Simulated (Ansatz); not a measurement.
The cluster Ag₃Pd. Charge 0, multiplicity 2. Geometry r2SCAN-D4/def2-SVP.

```
atom   x (Å)   y (Å)   z (Å)
 Pd1  -1.258  -0.163  -0.354
 Ag2   1.231   0.544   0.099
 Ag3  -0.652   0.983   1.949
 Ag4   0.679  -1.364  -1.694
```

In the def2 sets Ag, Pd take a core potential, while STO-3G treats all electrons; there is no spin–orbit coupling. At HF/STO-3G the charge 0 doublet is spin-contaminated (final ⟨S²⟩ up to 4.27, 0.75 for a pure state). The structure comes from a short search, and lower isomers may exist.

Question: Estimate the α-spin orbital energies around the gap (eV) in Ansatz with HF/STO-3G, PBE-D4/def2-SVP, PBE0-D4/def2-SVP, PBE0-D4/def2-TZVP, BHLYP-D4/def2-TZVP.

Answer: 
| orbital | HF/STO-3G | PBE-D4/def2-SVP | PBE0-D4/def2-SVP | PBE0-D4/def2-TZVP | BHLYP-D4/def2-TZVP |
| --- | --- | --- | --- | --- | --- |
| HOMO−9 | -11.07 | -6.97 | -8.64 | -8.59 | -10.27 |
| HOMO−8 | -10.88 | -6.95 | -8.59 | -8.54 | -10.19 |
| HOMO−7 | -10.76 | -6.87 | -8.49 | -8.44 | -10.07 |
| HOMO−6 | -10.51 | -6.33 | -7.08 | -7.09 | -7.79 |
| HOMO−5 | -10.28 | -5.52 | -6.66 | -6.68 | -7.77 |
| HOMO−4 | -10.12 | -5.17 | -6.25 | -6.26 | -7.37 |
| HOMO−3 | -9.81 | -4.96 | -6.14 | -6.15 | -7.32 |
| HOMO−2 | -5.67 | -4.93 | -6.13 | -6.15 | -7.28 |
| HOMO−1 | -4.29 | -4.74 | -5.87 | -5.88 | -6.84 |
| HOMO | -3.67 | -4.30 | -4.73 | -4.75 | -5.11 |
| LUMO | 3.07 | -3.22 | -2.35 | -2.37 | -1.60 |
| LUMO+1 | 3.67 | -2.42 | -1.68 | -1.69 | -0.98 |
| LUMO+2 | 3.86 | -1.53 | -0.91 | -0.92 | -0.32 |
| LUMO+3 | 4.68 | -1.00 | -0.37 | -0.39 | 0.26 |
| LUMO+4 | 5.23 | -0.71 | 0.03 | 0.03 | 0.66 |
| LUMO+5 | 5.75 | -0.46 | 0.18 | 0.18 | 0.81 |
| β HOMO | -3.65 | -4.63 | -5.76 | -5.77 | -6.64 |
| β LUMO | 2.46 | -3.94 | -3.03 | -3.04 | -2.32 |
